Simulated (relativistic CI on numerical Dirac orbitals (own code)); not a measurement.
**Hyperfine structure of Au16+, mass number 197**

Computed by Dirac-Coulomb-Breit CI, orbitals from a KLI potential per configuration, QED by a radiative potential, unscaled Slater integrals (own radial code, finite nucleus).

CI space (outside the closed core [Kr] 4d10): 4f¹⁴5s²5p, 4f¹⁴5s5p², 4f¹⁴5s²5d, 4f¹³5s²5p², 4f¹⁴5s5p5d, 4f¹⁴5s²5f, 4f¹⁴5s²5g, 4f¹⁴5s5p5f, 4f¹³5s²5p5d, 4f¹⁴5s²6s, 4f¹⁴5p²5d, 4f¹⁴5p³, 4f¹³5p⁴, 4f¹⁴5p5d², 4f¹⁴5d³, 4f¹³5p²5d², 4f¹⁴5d²5f, 4f¹⁴5d²5g. Double excitations out of closed p, d and f shells are left out; levels of such configurations are missing from the list, as are those of other unlisted configurations, and high levels can miss mixing partners. Some configurations lack a partner that the ground configuration has and come out too high, among them 4f¹³5s²5p5d, 4f¹⁴5s²6s.

Nuclear spin I = 3/2, μ = 0.1452 μN, Q = 0.547 b (tables of Stone and Pyykkö). The electronic factors are computed for point nuclear moments, without core polarisation or the Bohr-Weisskopf and QED corrections.

```
             Level   E (eV)  A (MHz)  B (MHz)
  4f¹⁴5s²5p ²P°1/2   0.0000    12340         
  4f¹⁴5s²5p ²P°3/2  22.3987     1268    14300
   4f¹⁴5s5p² ⁴P1/2  40.0515    37880         
   4f¹⁴5s5p² ⁴P3/2  56.8649     9706    11800
 4f¹³5s²5p² ⁴F°9/2  61.4163   -549.9    12300
4f¹³5s²5p² ²H°11/2  63.9053     1628     9970
 4f¹³5s²5p² ²D°5/2  64.4732   -487.7   -10200
```

Levels with J = 0, under 50 % of one LS term, or S terms without an open s electron are left out. Small factors come from cancelling terms and can be off by tens of per cent or more.

At this charge transitions that keep the count of f electrons are usually good to a few per cent. Levels that differ in their count of f electrons can be misplaced by several ten thousand cm⁻¹, since the correlation energy of f electrons is missing or only estimated; rates across such gaps can be off by orders of magnitude.

Give the hyperfine levels of 4f¹⁴5s²5p ²P°1/2 relative to its centre of gravity.

With K = F(F + 1) − I(I + 1) − J(J + 1), E = AK/2: F = 1: -15430, F = 2: 9256 MHz.

LS names give the leading component of a level, which can be under half, so a name can repeat, a term be missing and a line seem to break the LS rules.
